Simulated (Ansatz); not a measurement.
Gas-phase electronic energies from Ansatz, PBE0-D4/def2-TZVP geometries. CCSD(T)/CBS adds triple-zeta CCSD(T) − MP2 to the extrapolated MP2 energy (def2 sets, frozen cores). This one scheme is used for every species. DFT in def2-TZVPP. For Ge outer-core shells are correlated without core-valence functions, which leaves a few kJ/mol of doubt a bond. Scalar relativity is left out up to krypton.

`N#[C][Ge]([Cl])([Cl])[Cl]` + H–F → `N#[C][Ge]([F])([Cl])[Cl]` + HCl  (ligand exchange at a Ge–Cl bond)

```tsv
species	BLYP energy (Eh)
`N#[C][Ge]([Cl])([Cl])[Cl]`	-3550.68083
H–F	-100.48139
`N#[C][Ge]([F])([Cl])[Cl]`	-3190.34861
HCl	-460.81404
```

Work out ΔE.

ΔE = (-3190.34861) + (-460.81404) − (-3550.68083) − (-100.48139) = -0.00043 Eh = -0.3 kcal/mol. CCSD(T)/CBS gives +3.2 kcal/mol.

Largest T1 diagnostic among the species: 0.012.

From PBE to PBE0 (25 % exact exchange), in def2-TZVPP and without D4, ΔE moves by +0.8 kcal/mol. The D4 term adds +1.7 kcal/mol with B3LYP and +0.9 kcal/mol with PBE0; it sums over pairs of atoms, weighted by their polarisabilities, and B3LYP, whose exchange is more repulsive, gets the larger term. In def2-TZVPP, CCSD(T) changes the Hartree–Fock value by +2.2 kcal/mol (the triples alone add +0.4 kcal/mol) and MP2 by +3.9 kcal/mol.

B3LYP here is the variant with VWN-RPA as its local correlation; programs differ in this.
